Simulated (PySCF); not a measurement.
## Electronic structure of Sr⁺ (strontium, charge +1) at the wB97M-V level

Configuration: [Kr] 4d1, 2D determinant (an excited configuration). All numbers are calculated (PySCF 2.14, scalar relativity by spin-free X2C-1e, in aug-cc-pVDZ-X2C).

```json
{"Total energy": "-3178.75 hartree", "One-electron energy": "-4390.86 hartree", "Hartree (Coulomb) energy": "1317.74 hartree", "Exchange-correlation energy": "-105.64 hartree", "⟨S²⟩": "0.7502", "⟨L²⟩": "6.001", "Sum of ⟨r⟩": "25.56 bohr", "Sum of ⟨r²⟩": "38.64 bohr²", "Traceless quadrupole moment −½Σ⟨3z² − r²⟩ along its main axis": "3.33 e·bohr²", "Langevin diamagnetic susceptibility": "-30.6 ×10⁻⁶ cm³/mol"}
```

| shell | electrons | mean orbital energy (eV) | spread (eV) | rms radius, mean of both spins (bohr) |
| --- | --- | --- | --- | --- |
| 1s β | 1 | -15996.7 | 0 | 0.0450 |
| 1s α | 1 | -15996.7 | 0 | 0.0450 |
| 2s α | 1 | -2191.1 | 0 | 0.187 |
| 2s β | 1 | -2191.1 | 0 | 0.187 |
| 2p α | 3 | -1944.2 | 0.029 | 0.166 |
| 2p β | 3 | -1944.2 | 0.060 | 0.166 |
| 3s α | 1 | -352.90 | 0 | 0.524 |
| 3s β | 1 | -352.88 | 0 | 0.524 |
| 3p α | 3 | -272.53 | 0.139 | 0.536 |
| 3p β | 3 | -272.50 | 0.166 | 0.536 |
| 3d α | 5 | -140.81 | 0.152 | 0.548 |
| 3d β | 5 | -140.77 | 0.190 | 0.548 |
| 4s α | 1 | -51.312 | 0 | 1.46 |
| 4s β | 1 | -51.076 | 0 | 1.46 |
| 4p α | 3 | -31.983 | 0.182 | 1.69 |
| 4p β | 3 | -31.600 | 0.584 | 1.69 |
| 4d α | 1 | -8.769 | 0 | 3.42 |

Densities and radii are taken from the X2C orbitals without a picture-change correction, which distorts them close to the nucleus.
